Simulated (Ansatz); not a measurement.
A nudged elastic band was laid between two geometries of C2H4BClO2 (10 atoms, charge 0, multiplicity 1).

Method: Ansatz 0.2.0, RKS PBE-D4/def2-SVP.

```yaml
movable_images: 9
climbing_image: yes
spring: 5.0 eV/Å²
optimiser: quadratic models (default)
start_path: through a guess of the saddle point
force_threshold: 0.05 eV/Å
iteration_limit: 57
end_points: relaxed
```

First end point:

```xyz
10
Properties=species:S:1:pos:R:3
O -1.919 -1.237 1.084
C -0.926 -0.394 0.747
C -0.114 -0.467 -0.342
B 0.981 0.583 -0.583
O 1.165 1.627 0.279
Cl 2.056 0.454 -2.021
H -1.975 -1.939 0.403
H -0.827 0.416 1.491
H -0.256 -1.300 -1.054
H 1.896 2.206 -0.003
```

Last end point:

```xyz
10
Properties=species:S:1:pos:R:3
O -1.044 -1.254 1.510
C -0.633 -0.104 1.057
C -0.485 -0.015 -0.408
B 1.006 0.569 -0.606
O 1.570 1.240 0.414
Cl 1.873 0.354 -2.135
H -1.263 -1.903 0.775
H -1.109 0.839 -0.766
H -0.741 -0.927 -1.008
H 0.910 1.150 1.168
```

(1) What changes between the two ends?

(2) Give the energies along the band, and the barrier.

(3) What is the geometry of the highest image?

The band took 16 iterations and about 9 core-minutes.

## Answers

(1) Bonds broken: C2–H8. Bonds formed: C3–H8.

(2) It converged. The highest image is number 7 of 0 to 10, 2.97 eV above the first end and 0.86 eV above the last; the last end lies 2.11 eV above the first. The profile has 2 maxima (images 2, 7) with wells between them (image 4): this band takes more than one step, which may be the mechanism or a detour left from its start path. Neighbouring images differ by up to 1.3 eV, so the band resolves the path poorly. A vibrational analysis at the climbing image gives one clearly imaginary mode, 1306i cm⁻¹: a first-order saddle point. The orbitals stay closed-shell, which can raise the energy where a bond breaks towards radicals; this wasn't checked here.

| image | path coordinate (Å) | energy (eV) | C2–H8 (Å) | C3–H8 (Å) |
| --- | --- | --- | --- | --- |
| 0 | 0.00 | 0.00 | 1.10 | 2.16 |
| 1 | 0.55 | 0.15 | 1.10 | 2.15 |
| 2 | 1.10 | 0.44 | 1.10 | 2.15 |
| 3 | 1.65 | 0.26 | 1.10 | 2.16 |
| 4 | 2.20 | 0.17 | 1.11 | 2.16 |
| 5 | 2.75 | 0.38 | 1.10 | 2.09 |
| 6 | 3.30 | 1.66 | 1.11 | 1.79 |
| 7 | 3.85 | 2.97 | 1.31 | 1.35 |
| 8 | 4.36 | 2.37 | 1.77 | 1.14 |
| 9 | 4.88 | 2.14 | 2.04 | 1.12 |
| 10 | 5.39 | 2.11 | 2.11 | 1.12 |

(3) 
```xyz
10
Properties=species:S:1:pos:R:3
O -1.508 -1.127 1.405
C -0.612 -0.258 0.947
C -0.149 -0.335 -0.387
B 1.073 0.627 -0.705
O 1.522 1.468 0.249
Cl 1.848 0.601 -2.296
H -1.659 -1.866 0.758
H -0.914 0.671 0.075
H -0.497 -1.121 -1.105
H 0.978 1.290 1.061
```

The run took 4.6 min on 2 threads of AMD EPYC 7R43 64-Core Processor (Zen 3), on a shared host, peak memory 0.16 GiB.
